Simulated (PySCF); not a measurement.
Si(H)2(Me)2 cation (C₂H₈Si), SMILES C[SiH2]C (connectivity only; charge and spin as stated), charge +1, multiplicity 2.

Geometry optimised at B3LYP-D3(BJ)/def2-SVP. A frequency run showed that this geometry is not a minimum. The multiplicity is an assumed one; other spin states were not compared. The isomer is the one that the SMILES or the coordinates give; other isomers of the formula were not compared.

These are PySCF 2.14.0 with TDA-PBE/def2-SVPD values and carry that method's errors.

Vertical excitations. Isolated molecule, no solvent.

Computed excitation energies, oscillator strengths and character:
```
state    energy (eV)  λ (nm)      f                                main pairs
-------  -----------  ------  -----  ----------------------------------------
root 1          1.64     755  0.042                          β HOMO→LUMO 89 %
root 2          1.77     702  0.009                        β HOMO−1→LUMO 97 %
root 3          2.91     427  0.065                        β HOMO−2→LUMO 91 %
root 4          3.04     408  0.000                       β HOMO−3→LUMO 100 %
root 5          3.23     384  0.005                        β HOMO−4→LUMO 99 %
root 6          3.76     329  0.020                        β HOMO−5→LUMO 98 %
root 7          5.92     209  0.082                        β HOMO−6→LUMO 94 %
root 8          7.00     177  0.000                          α HOMO→LUMO 98 %
root 9          7.33     169  0.001    α HOMO−1→LUMO 33 %, β HOMO→LUMO+1 65 %
root 10         7.52     165  0.000  α HOMO−2→LUMO 37 %, β HOMO−1→LUMO+1 59 %
```
Unrestricted roots are not spin-pure.
